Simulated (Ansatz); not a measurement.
The cluster Pd₄O₃⁺ (the lowest doublet isomer of a short search), 7 atoms. Hardware: 4 threads of Intel Xeon on a shared host.

In the def2 sets Pd takes a core potential; there is no spin–orbit coupling. Correlated methods freeze 3 core orbitals; core or outer-core shells of Pd are correlated, in sets that lack core-valence functions.

How many basis functions does each of these Ansatz runs have, and roughly what does it cost? PBE0-D4/def2-TZVP, charge 1 doublet, energy, from earlier orbitals; PBE-D4/def2-TZVP, charge 1 doublet, energy and forces, from earlier orbitals; RPA@PBE/def2-TZVP, charge 1 doublet, energy, from earlier orbitals; B2PLYP/def2-TZVP, charge 1 doublet, energy, from earlier orbitals; PBE-D4/def2-SVP, charge 1 doublet, energy, from earlier orbitals; PBE0-D4/def2-SVP, charge 1 doublet, energy, from earlier orbitals; MP2/def2-TZVP, charge 1 doublet, energy, from earlier orbitals; r2SCAN-D4/def2-TZVP, charge 1 doublet, energy, from earlier orbitals; PBE-D4/def2-SVP, charge 1 doublet, relaxation, 18 steps; revPBE-D4/def2-TZVP, charge 1 doublet, energy, from earlier orbitals; PBE-D4/def2-SVP, charge 1 doublet, energy with a search over starts; HF/STO-3G, charge 1 doublet, energy.

Other jobs shared the machine, so times can vary by a factor of up to 3. A dash marks memory too small to be measured apart from the calling script's.

```
                                                                         run  functions  fitting or Cholesky vectors  wall time  peak host memory (GiB)
            PBE-D4/def2-SVP, charge 1 doublet, energy, from earlier orbitals        166                         1565       27 s                    0.57
           PBE0-D4/def2-SVP, charge 1 doublet, energy, from earlier orbitals        166                         1706       39 s                    0.91
PBE-D4/def2-TZVP, charge 1 doublet, energy and forces, from earlier orbitals        253                         1889       40 s                     1.1
        revPBE-D4/def2-TZVP, charge 1 doublet, energy, from earlier orbitals        253                         1889       45 s                     1.1
          RPA@PBE/def2-TZVP, charge 1 doublet, energy, from earlier orbitals        253                         2160       52 s                     1.3
         PBE-D4/def2-SVP, charge 1 doublet, energy with a search over starts        166                         1565       62 s                    0.65
        r2SCAN-D4/def2-TZVP, charge 1 doublet, energy, from earlier orbitals        253                         1889    1.7 min                     1.2
                                         HF/STO-3G, charge 1 doublet, energy        123                         1581    1.8 min                     1.9
              MP2/def2-TZVP, charge 1 doublet, energy, from earlier orbitals        253                         2160    1.8 min                     1.5
           B2PLYP/def2-TZVP, charge 1 doublet, energy, from earlier orbitals        253                         2160    2.9 min                     1.7
                     PBE-D4/def2-SVP, charge 1 doublet, relaxation, 18 steps        166                         1565    3.2 min                       –
          PBE0-D4/def2-TZVP, charge 1 doublet, energy, from earlier orbitals        253                         2073    3.8 min                     1.4
```
